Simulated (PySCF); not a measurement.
# Distorted geometries of La(NO2)3

La(NO2)3 (singlet). PySCF 2.14.0, RKS r2SCAN, La lcecp-1-SVP with ECP46, O def2-SVP, N def2-SVP; non-relativistic Hamiltonian with scalar-relativistic core potentials where named; density fitting; no spin-orbit coupling. Relaxed geometry:

```xyz
10

La    0.0000    0.0000    0.0000
O     2.2511    0.0000    1.0514
O     2.2511    0.0000   -1.0514
N     2.9533    0.0000    0.0000
O    -1.1256    1.9495    1.0514
O    -1.1256    1.9495   -1.0514
N    -1.4766    2.5576    0.0000
O    -1.1256   -1.9495    1.0514
O    -1.1256   -1.9495   -1.0514
N    -1.4767   -2.5576    0.0000
```

Order these distorted geometries by energy above the relaxed one, lowest first.
A.
```xyz
10

La   -0.1015    0.0561   -0.0332
O     2.3232    0.0686    0.9396
O     2.2380   -0.0616   -1.0410
N     2.9060   -0.0088    0.1435
O    -1.0283    2.0298    0.9196
O    -0.9876    1.8507   -1.0867
N    -1.4064    2.6015   -0.2130
O    -1.1303   -2.1657    1.2183
O    -1.2241   -1.6596   -0.9955
N    -1.5890   -2.7110    0.1485
```
B.
```xyz
10

La   -0.0108   -0.0023    0.0908
O     2.1799   -0.0127    1.2851
O     2.3632   -0.0585   -1.0610
N     2.8711    0.0976    0.0220
O    -1.1053    1.9070    0.9826
O    -1.0640    1.8810   -1.1519
N    -1.4887    2.6851   -0.1283
O    -1.1741   -1.8145    0.9733
O    -1.1647   -2.0894   -1.0827
N    -1.4065   -2.5933    0.0702
```
C.
```xyz
10

La    0.1752   -0.0528   -0.0427
O     2.2301   -0.0561    1.0686
O     2.0999   -0.0275   -1.1299
N     3.0848   -0.0861    0.0267
O    -1.0771    1.9592    1.1162
O    -1.1914    2.1159   -1.1774
N    -1.6275    2.5499   -0.0457
O    -1.2138   -1.8935    1.1216
O    -1.2581   -1.8642   -0.9410
N    -1.2220   -2.6448    0.0036
```

B (1.97 eV), C (2.74 eV), A (5.55 eV).

Which forces (eV/Å) act in the one that lies 5.55 eV up?


```
La    1.84  -2.25  -0.12
O   -22.28   3.03  32.74
O    -0.94   0.00  -0.42
N    22.74  -2.97 -31.50
O    -1.48   2.29   0.36
O    -0.71   1.12  -4.25
N     1.01  -1.30   3.31
O    -2.01  -2.64  -3.58
O    -1.55  -3.26   2.16
N     3.38   5.99   1.31
```
Forces carry noise of the integration grid, about 0.01 to 0.03 eV/Å.

No frequency check is given that shows the relaxed geometry to be a minimum.
